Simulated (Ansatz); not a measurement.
A nudged elastic band was laid between two geometries of BrH + Cl3GeH (7 atoms, charge 0, multiplicity 1).

Computed with Ansatz 0.2.0, RKS B3LYP/def2-SVP.

* movable images: 7
* climbing image: yes
* spring: 5.0 eV/Å²
* optimiser: quadratic models (default)
* start path: through a guess of the saddle point
* force threshold: 0.05 eV/Å
* iteration limit: 60
* end points: relaxed

Initial state:

```xyz
7
Properties=species:S:1:pos:R:3
Ge 0.461 0.000 -0.424
H 0.273 0.000 1.094
Cl 2.562 0.000 -0.914
Cl -0.441 1.752 -1.297
Cl -0.441 -1.752 -1.297
Br -3.160 0.000 1.994
H -2.774 0.000 3.370
```

Final state:

```xyz
7
Properties=species:S:1:pos:R:3
Ge -0.484 0.000 -0.992
H -0.394 0.000 3.354
Cl 1.064 0.000 0.503
Cl -0.269 1.750 -2.221
Cl -0.269 -1.750 -2.221
Br -2.545 0.000 0.023
H -0.625 0.000 4.079
```

Task: What changes between the two ends?

Result: Bonds broken: Ge1–H2, Br6–H7. Bonds formed: Ge1–Br6, H2–H7. BrH + Cl3GeH becomes BrCl3Ge + H2.

Task: Give the energies along the band, and the barrier.

Result: It converged. The highest image is number 4 of 0 to 8, 45.9 kcal/mol above the first end and 54.7 kcal/mol above the last; the last end lies 8.7 kcal/mol below the first. Neighbouring images differ by up to 1.5 eV, so the band resolves the path poorly. A vibrational analysis at the climbing image gives one clearly imaginary mode, 1095i cm⁻¹: a first-order saddle point. The orbitals stay closed-shell, which can raise the energy where a bond breaks towards radicals; this wasn't checked here.

```csv
image,path coordinate (Å),energy (kcal/mol),Ge1–H2 (Å),Br6–H7 (Å),Ge1–Br6 (Å)
0,0.00,0.0,1.53,1.43,4.35
1,0.82,0.4,1.53,1.43,4.13
2,1.65,1.9,1.53,1.43,3.97
3,2.47,11.3,1.55,1.45,3.31
4,3.30,45.9,1.80,1.83,2.73
5,4.27,14.4,2.52,2.34,2.38
6,5.24,-2.8,3.25,2.70,2.31
7,6.20,-8.0,3.84,3.41,2.30
8,7.17,-8.7,4.35,4.49,2.30
```

Task: What is the geometry of the highest image?

Result: 
```xyz
7
Properties=species:S:1:pos:R:3
Ge -0.294 0.000 -0.071
H 0.001 0.000 1.707
Cl 1.899 0.000 -0.143
Cl -0.775 1.854 -1.052
Cl -0.775 -1.854 -1.052
Br -2.662 0.000 1.291
H -0.914 0.000 1.846
```

Time of the run: 5.7 min on 4 threads of Arm Neoverse V1 (shared host), peak memory 0.44 GiB.
